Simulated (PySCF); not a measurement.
Species: ReO3Br (singlet state).
Z-matrix (Å and degrees, PBE0-D3(BJ)/def2-SVP geometry), rows numbered from 1:
```
Re
O   1  1.6919
O   1  1.6915  2  109.26
O   1  1.6916  2  109.26  3  -119.52
Br  1  2.3856  2  109.87  3   120.22
```

Theory: TDDFT wB97X-D/def2-SVPD, vertical, gas phase, core orbitals frozen in the response, def2 core potentials past Kr in PySCF. Spin–orbit coupling is left out.

**Question.** Predict the UV-vis stick spectrum at this level.

**Answer.** 

```csv
state,E (eV),E (hartree),f,|μ| (D),symmetry,"main configurations (H = HOMO, L = LUMO)"
S1,4.60,0.1691,0.0001,0.08,–,H-2→L/L+1 (≥57%)
S2,4.60,0.1692,0.0001,0.08,–,H-2→L/L+1 (≥56%)
S3,4.88,0.1793,0.0000,0.00,–,"H-1/H→L/L+1 (≥67%), H-3→L/L+1 (≥10%)"
S4,4.99,0.1835,0.021,1.05,A1,"H-3→L/L+1 (≥26%), H-4→L/L+1 (≥26%), H-1/H→L/L+1 (≥16%)"
S5,5.19,0.1908,0.0054,0.53,E,"H-1/H→L/L+1 (≥34%), H-2→L/L+1 (≥22%)"
S6,5.20,0.1910,0.0055,0.53,E,"H-1/H→L/L+1 (≥34%), H-2→L/L+1 (≥22%)"
S7,5.32,0.1956,0.0000,0.00,–,"H-4→L/L+1 (≥22%), H-3→L/L+1 (≥21%), H-2→L+2 (19%)"
S8,5.41,0.1987,0.0002,0.11,–,"H-3→L/L+1 (≥24%), H-4→L/L+1 (≥23%), H-1/H→L+2 (≥9%)"
S9,5.41,0.1988,0.0002,0.11,–,"H-4→L/L+1 (≥24%), H-3→L/L+1 (≥23%)"
```

Triplets, Tamm–Dancoff:

```tsv
state	E (eV)	λ (nm)	main configurations (H = HOMO, L = LUMO)
T1	4.24	292.1	H-2→L/L+1 (≥24%), H-1/H→L/L+1 (≥21%)
T2	4.25	292.0	H-2→L/L+1 (≥25%), H-1/H→L/L+1 (≥14%), H-4→L/L+1 (≥8%)
T3	4.26	291.0	H-1/H→L/L+1 (≥57%), H-3→L/L+1 (≥15%)
```

The lowest singlet level (S1/S2) lies at 4.60 eV (269 nm, ultraviolet) and is dark (f under 0.0005). The strongest level in the table is S4 at 4.99 eV (248 nm, f = 0.021). S1/S2, S5/S6 and S8/S9 lie within about 0.01 eV of each other in each set; the point group C3v has degenerate representations, and within a degenerate level the listed configurations can mix freely. Löwdin shares by element: HOMO (one of a set within 0.03 eV) bromine 74%, oxygen 21% or more; LUMO (one of a set within 0.03 eV) rhenium 52%, oxygen 33% or more, bromine 8%. Weighted by f, the mean energy of these states is 5.06 eV. The listed states span 0.81 eV, and the widest gap between neighbours is 0.28 eV (S2 to S3). All these states lie below the vertical ionisation energy of 12.40 eV (ΔSCF). Symmetry labels in C3v follow from the direction of the transition dipole and are given only for states with f of 0.002 or more. Orbitals of the list HOMO-3 to LUMO+2 that lie within 0.01 eV of each other are written together with a slash and their weights summed (≥ marks a lower bound); for degenerate orbitals outside that list single weights are arbitrary. Singlets were solved by full linear response, triplets in the Tamm–Dancoff approximation. The highest level found (5.57 eV, f 0.0003 so far) is left out, since the window may have cut off a degenerate partner.

The run took 77 s wall on Arm Neoverse V1, one thread, on a shared host.
